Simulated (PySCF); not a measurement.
All of these have the formula C5H16N2Si2. Method used: TDDFT PBE0/def2-SVPD, vertical, gas phase, core orbitals frozen in the response in PySCF 2.14.0, density-fitted response routines. Geometries: PBE0-D3(BJ)/def2-SVP; one conformer of each isolated species. Triplets are in the Tamm–Dancoff approximation.

A. `C[Si@](N)([SiH3])N1CCCC1`
B. `CN(C)[Si@@H]1CCC[Si@@H]1N`
C. `CC[C@@H]1C[Si@@H](NC)N[SiH2]1`
D. `CN(CC1CC1)[SiH2]N[SiH3]`

Lowest singlet levels (six at most, fewer where fewer were computed) with oscillator strengths:

1. 4.89 eV (f 0.008); 5.23 eV (f 0.010); 5.63 eV (f 0.015); 5.88 eV (f 0.019); 5.96 eV (f 0.054); 6.09 eV (f 0.027); T1 4.53 eV
2. 5.81 eV (f 0.003); 6.10 eV (f 0.004); 6.32 eV (f 0.010); 6.61 eV (f 0.014); 6.68 eV (f 0.007); 6.92 eV (f 0.015); T1 5.65 eV
3. 5.16 eV (f 0.002); 5.30 eV (f 0.017); 5.45 eV (f 0.060); 5.91 eV (f 0.014); 6.15 eV (f 0.015); 6.22 eV (f 0.008); T1 5.01 eV
4. 5.61 eV (f 0.030); 6.04 eV (f 0.029); 6.33 eV (f 0.011); 6.39 eV (f 0.010); 6.46 eV (f 0.002); 6.60 eV (f 0.005); T1 5.38 eV

Problem. Match each spectrum to its molecule.

Solution. 1 = B, 2 = C, 3 = A, 4 = D.
- A: S1 at 5.16 eV, HOMO→LUMO (93%); Löwdin shares by element: HOMO nitrogen 48% or more, carbon 16% or more, silicon 7% or more (atoms not listed hold the other 29%); LUMO silicon 26%, hydrogen 18% or more (atoms not listed hold the other 55%); HOMO -5.85 and LUMO 0.34 eV.
- B: S1 at 4.89 eV, HOMO→LUMO (96%); Löwdin shares by element: HOMO nitrogen 44% or more, silicon 10% or more, carbon 7% or more, hydrogen 7% or more (atoms not listed hold the other 31%); LUMO silicon 38%, nitrogen 8% or more, hydrogen 6% or more (atoms not listed hold the other 47%); HOMO -6.10 and LUMO -0.04 eV.
- C: S1 at 5.81 eV, HOMO→LUMO (83%), HOMO→LUMO+3 (9%); Löwdin shares by element: HOMO nitrogen 56% or more, carbon 11% or more, silicon 8% or more, hydrogen 6% or more (atoms not listed hold the other 19%); LUMO silicon 32%, hydrogen 12% or more, carbon 9% or more (atoms not listed hold the other 46%); HOMO -6.55 and LUMO 0.40 eV.
- D: S1 at 5.61 eV, HOMO→LUMO (95%); Löwdin shares by element: HOMO nitrogen 59%, carbon 15% or more (atoms not listed hold the other 26%); LUMO silicon 34%, hydrogen 10% or more, nitrogen 8% or more (atoms not listed hold the other 49%); HOMO -6.36 and LUMO 0.20 eV.

Without π bonds the low states are Rydberg-like; a valence basis with one diffuse set may place them up to an eV too high.
